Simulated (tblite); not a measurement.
Record of a relaxation.

Species: C6H12BNO.
Bonds: N1–B2, B2–C3, C3–C4, C4–C5, C5–C6, C3–C7, C7–O8, O8–C9, C3–C9, C4–C6. Hydrogens: H10, H11 on N1; H12 on B2; H13 on C4; H14, H15 on C5; H16, H17 on C6; H18, H19 on C7; H20, H21 on C9.

Computed with GFN2-xTB (tblite), gas phase: L-BFGS steps from a force-field or distance-geometry start until the largest atomic force falls under 0.01 eV/Å. 6 of its 118 geometries are shown.

Step 0: E = -737.5462 eV, largest atomic force 1.776 eV/Å
```
atom  x, y, z in Å  |  force x, y, z in eV/Å
N1     -0.126    1.474   -2.237   -0.870   0.810   1.077
B2     -0.448    1.325   -0.765    0.813  -0.637  -0.631
C3     -0.546   -0.154   -0.084    0.777   0.339  -0.173
C4      0.729   -0.827    0.456    0.462   0.471   0.191
C5      1.757    0.060    1.150   -0.013  -0.251  -0.865
C6      2.051   -0.542   -0.228    0.024   0.061   0.852
C7     -1.714   -0.256    0.889   -0.244   0.443   1.702
O8     -2.418   -1.149    0.076   -0.646  -0.315  -0.107
C9     -1.403   -1.117   -0.899   -0.048  -0.539  -1.258
H10     0.726    2.056   -2.304   -0.734  -0.306  -0.178
H11    -0.917    2.033   -2.653    1.198  -0.595   0.322
H12    -0.568    2.279   -0.076   -0.124  -0.061  -0.061
H13     0.649   -1.851    0.917   -0.331   1.112  -0.683
H14     1.573    1.154    1.121    0.226  -1.074   0.541
H15     2.311   -0.413    1.975   -0.444   0.807  -0.320
H16     2.784   -1.375   -0.180   -0.552   0.894  -0.644
H17     2.053    0.200   -1.049    0.175  -1.078   0.473
H18    -1.451   -0.746    1.861   -0.241   0.567  -0.359
H19    -2.296    0.682    1.047    0.348  -0.458   0.167
H20    -1.797   -0.701   -1.851    0.333  -0.385   0.241
H21    -0.958   -2.114   -1.032   -0.109   0.194  -0.286
```

Step 23: E = -738.0916 eV, largest atomic force 1.432 eV/Å
```
atom  x, y, z in Å  |  force x, y, z in eV/Å
N1     -0.051    1.413   -2.043   -0.687   1.230   0.132
B2     -0.320    1.385   -0.600    0.132   0.037  -0.877
C3     -0.646   -0.084   -0.050    0.282   0.278  -0.098
C4      0.673   -0.694    0.439    0.034   0.076  -0.060
C5      1.775    0.111    1.075   -0.468  -0.076   0.318
C6      2.002   -0.487   -0.251   -0.295  -0.354  -0.356
C7     -1.829   -0.305    0.912    0.088   0.225   0.417
O8     -2.494   -1.157   -0.016    0.172   0.004   0.021
C9     -1.404   -1.096   -0.940    0.178  -0.002  -0.219
H10     0.651    2.098   -2.343   -0.366  -0.027   0.259
H11    -0.851    1.561   -2.692    0.887  -0.794   0.796
H12    -0.156    2.344    0.139    0.070  -0.774  -0.568
H13     0.554   -1.706    0.843   -0.095   0.326  -0.053
H14     1.667    1.171    1.111   -0.072   0.410   0.099
H15     2.233   -0.307    1.938    0.401  -0.221   0.480
H16     2.636   -1.339   -0.370    0.257  -0.349   0.136
H17     2.077    0.177   -1.080   -0.188   0.313  -0.420
H18    -1.543   -0.805    1.849   -0.137  -0.166  -0.114
H19    -2.423    0.582    1.187    0.076  -0.166  -0.246
H20    -1.717   -0.807   -1.955    0.025   0.139   0.333
H21    -0.843   -2.037   -1.017   -0.295  -0.110   0.017
```

Step 47: E = -739.0923 eV, largest atomic force 0.317 eV/Å
```
atom  x, y, z in Å  |  force x, y, z in eV/Å
N1     -0.210    1.632   -1.983   -0.168  -0.025  -0.268
B2     -0.272    1.369   -0.634   -0.072  -0.038  -0.055
C3     -0.543   -0.107   -0.089   -0.043   0.026   0.156
C4      0.702   -0.756    0.485   -0.038  -0.040  -0.127
C5      1.794    0.054    1.126   -0.104  -0.059   0.000
C6      2.006   -0.551   -0.227    0.010  -0.008  -0.033
C7     -1.745   -0.223    0.871   -0.092   0.007   0.139
O8     -2.448   -1.082   -0.023    0.060  -0.034  -0.028
C9     -1.381   -1.065   -0.969    0.110  -0.002  -0.040
H10    -0.052    2.556   -2.347    0.000   0.014  -0.045
H11    -0.412    0.963   -2.717    0.156   0.086   0.226
H12    -0.124    2.259    0.109    0.015   0.058   0.065
H13     0.517   -1.731    0.930    0.033   0.031  -0.110
H14     1.670    1.121    1.214    0.050  -0.075  -0.023
H15     2.308   -0.406    1.958    0.016   0.078   0.016
H16     2.699   -1.372   -0.328   -0.007  -0.021   0.012
H17     1.974    0.111   -1.081    0.113  -0.022   0.032
H18    -1.529   -0.713    1.823    0.021  -0.087   0.079
H19    -2.300    0.694    1.074   -0.056   0.131  -0.056
H20    -1.721   -0.683   -1.937    0.012   0.067   0.003
H21    -0.941   -2.055   -1.123   -0.014  -0.089   0.055
```

Step 70: E = -739.1259 eV, largest atomic force 0.041 eV/Å
```
atom  x, y, z in Å  |  force x, y, z in eV/Å
N1     -0.243    1.646   -1.991    0.004   0.007  -0.040
B2     -0.323    1.398   -0.639    0.004   0.013  -0.010
C3     -0.542   -0.087   -0.086    0.001   0.017   0.011
C4      0.709   -0.754    0.446   -0.013  -0.002   0.016
C5      1.797    0.019    1.131   -0.002   0.000  -0.007
C6      2.038   -0.569   -0.226   -0.002   0.007   0.004
C7     -1.738   -0.210    0.891    0.026   0.005   0.001
O8     -2.432   -1.087    0.004    0.005   0.013   0.021
C9     -1.379   -1.052   -0.958   -0.009  -0.005  -0.006
H10    -0.135    2.566   -2.386    0.005  -0.016   0.011
H11    -0.304    0.930   -2.699    0.016  -0.008   0.024
H12    -0.256    2.304    0.102   -0.004  -0.003   0.011
H13     0.516   -1.745    0.846    0.007  -0.016   0.000
H14     1.694    1.089    1.210   -0.004  -0.016  -0.011
H15     2.289   -0.436    1.979   -0.016   0.012  -0.008
H16     2.696   -1.422   -0.307   -0.006   0.010  -0.011
H17     2.094    0.107   -1.065   -0.011  -0.001   0.010
H18    -1.517   -0.690    1.849   -0.004   0.008   0.005
H19    -2.298    0.715    1.065   -0.003  -0.025   0.010
H20    -1.735   -0.662   -1.916   -0.009   0.020  -0.027
H21    -0.941   -2.042   -1.115    0.014  -0.020  -0.004
```

Step 94: E = -739.1319 eV, largest atomic force 0.036 eV/Å
```
atom  x, y, z in Å  |  force x, y, z in eV/Å
N1     -0.143    1.599   -1.986    0.004   0.002  -0.009
B2     -0.346    1.405   -0.637    0.000   0.011  -0.006
C3     -0.564   -0.075   -0.072    0.002   0.006  -0.020
C4      0.696   -0.752    0.425    0.003   0.000  -0.019
C5      1.776    0.025    1.115   -0.005  -0.005   0.011
C6      2.017   -0.540   -0.252    0.018   0.010   0.013
C7     -1.729   -0.234    0.933   -0.005  -0.002  -0.021
O8     -2.417   -1.130    0.060   -0.008  -0.008  -0.013
C9     -1.415   -1.024   -0.950    0.002   0.000   0.014
H10    -0.021    2.501   -2.414    0.004   0.004   0.007
H11    -0.116    0.847   -2.657    0.009  -0.008   0.003
H12    -0.373    2.341    0.069   -0.006  -0.008   0.020
H13     0.513   -1.754    0.803    0.009   0.008   0.006
H14     1.650    1.092    1.207    0.010  -0.004  -0.007
H15     2.278   -0.431    1.954    0.007   0.003   0.011
H16     2.686   -1.383   -0.343    0.000   0.004  -0.022
H17     2.065    0.149   -1.081   -0.007  -0.005   0.005
H18    -1.474   -0.708    1.887    0.000   0.005  -0.016
H19    -2.312    0.672    1.123   -0.007  -0.004  -0.005
H20    -1.823   -0.590   -1.870   -0.001  -0.012   0.034
H21    -0.957   -1.992   -1.180   -0.029   0.004   0.016
```

Step 117: E = -739.1333 eV, largest atomic force 0.008 eV/Å
```
atom  x, y, z in Å  |  force x, y, z in eV/Å
N1     -0.106    1.593   -1.980    0.002   0.000  -0.002
B2     -0.356    1.402   -0.639   -0.001   0.001   0.002
C3     -0.572   -0.079   -0.073   -0.001  -0.002   0.000
C4      0.694   -0.752    0.413    0.000   0.002   0.005
C5      1.772    0.027    1.108   -0.001  -0.002   0.002
C6      2.014   -0.526   -0.263    0.000  -0.001   0.000
C7     -1.730   -0.234    0.940   -0.001  -0.003   0.001
O8     -2.425   -1.135    0.077   -0.002   0.000  -0.002
C9     -1.431   -1.030   -0.940   -0.002   0.001  -0.003
H10     0.025    2.496   -2.405    0.000   0.002  -0.005
H11    -0.044    0.839   -2.647   -0.001   0.002   0.008
H12    -0.420    2.335    0.067   -0.002   0.000  -0.002
H13     0.521   -1.756    0.787   -0.005   0.003  -0.001
H14     1.644    1.093    1.205   -0.002  -0.002  -0.001
H15     2.276   -0.432    1.945    0.007   0.000  -0.001
H16     2.685   -1.365   -0.370    0.004  -0.001   0.001
H17     2.054    0.171   -1.085    0.001   0.002  -0.002
H18    -1.469   -0.702    1.894    0.002   0.000   0.002
H19    -2.314    0.672    1.127    0.003  -0.001   0.001
H20    -1.849   -0.597   -1.855    0.003  -0.001  -0.005
H21    -0.979   -2.001   -1.172   -0.004   0.000   0.004
```

**Question.** Summarise the path.

**Answer.** The energy falls by 1.5871 eV from step 0 to step 117; nine tenths of that is first reached at step 38. It falls at every step. The largest force goes from 1.776 to 0.008 eV/Å. Among the bonds N1–B2 changes most, from 1.515 to 1.377 Å; the atoms move by 0.392 Å rms after alignment.

**Question.** Follow the three bonds and two angles with the largest change from start to end.

**Answer.** 
| step | E above end (eV) | largest force (eV/Å) | N1–B2 (Å) | N1–H11 (Å) | C4–H13 (Å) | B2–N1–H11 (°) | B2–N1–H10 (°) |
| --- | --- | --- | --- | --- | --- | --- | --- |
| 0 | 1.5871 | 1.776 | 1.515 | 1.054 | 1.126 | 106.0 | 107.0 |
| 5 | 1.1402 | 0.282 | 1.459 | 1.018 | 1.083 | 113.7 | 110.7 |
| 10 | 1.1122 | 0.119 | 1.457 | 1.014 | 1.087 | 111.7 | 111.1 |
| 15 | 1.1058 | 0.070 | 1.455 | 1.014 | 1.085 | 111.7 | 112.5 |
| 20 | 1.0979 | 0.217 | 1.456 | 1.014 | 1.088 | 113.0 | 112.8 |
| 25 | 0.9598 | 1.377 | 1.474 | 1.016 | 1.093 | 119.3 | 115.4 |
| 31 | 0.4512 | 1.795 | 1.374 | 1.057 | 1.082 | 124.4 | 120.1 |
| 36 | 0.2127 | 0.411 | 1.384 | 1.000 | 1.087 | 123.6 | 123.8 |
| 41 | 0.1005 | 0.328 | 1.381 | 1.015 | 1.087 | 125.6 | 122.9 |
| 46 | 0.0502 | 0.292 | 1.376 | 1.011 | 1.085 | 125.3 | 122.5 |
| 51 | 0.0192 | 0.136 | 1.375 | 1.005 | 1.086 | 123.3 | 123.4 |
| 56 | 0.0116 | 0.043 | 1.376 | 1.008 | 1.087 | 123.5 | 123.9 |
| 61 | 0.0096 | 0.041 | 1.376 | 1.007 | 1.086 | 123.6 | 124.1 |
| 66 | 0.0084 | 0.038 | 1.376 | 1.007 | 1.086 | 123.6 | 123.6 |
| 71 | 0.0072 | 0.037 | 1.377 | 1.008 | 1.086 | 123.9 | 123.7 |
| 76 | 0.0066 | 0.035 | 1.377 | 1.007 | 1.086 | 123.5 | 123.8 |
| 81 | 0.0058 | 0.028 | 1.377 | 1.008 | 1.087 | 123.4 | 124.1 |
| 86 | 0.0041 | 0.037 | 1.377 | 1.007 | 1.086 | 123.6 | 124.0 |
| 92 | 0.0020 | 0.050 | 1.377 | 1.008 | 1.086 | 123.6 | 123.9 |
| 97 | 0.0010 | 0.030 | 1.377 | 1.007 | 1.086 | 123.2 | 124.2 |
| 102 | 0.0005 | 0.018 | 1.378 | 1.007 | 1.086 | 123.1 | 124.3 |
| 107 | 0.0003 | 0.014 | 1.377 | 1.008 | 1.086 | 123.3 | 124.1 |
| 112 | 0.0002 | 0.011 | 1.377 | 1.007 | 1.086 | 123.3 | 124.1 |
| 117 | 0.0000 | 0.008 | 1.377 | 1.008 | 1.086 | 123.4 | 123.9 |

The cost below is that of the whole relaxation. Time: 1.4 s of wall time. Hardware: Arm Neoverse N1, one thread (shared host).
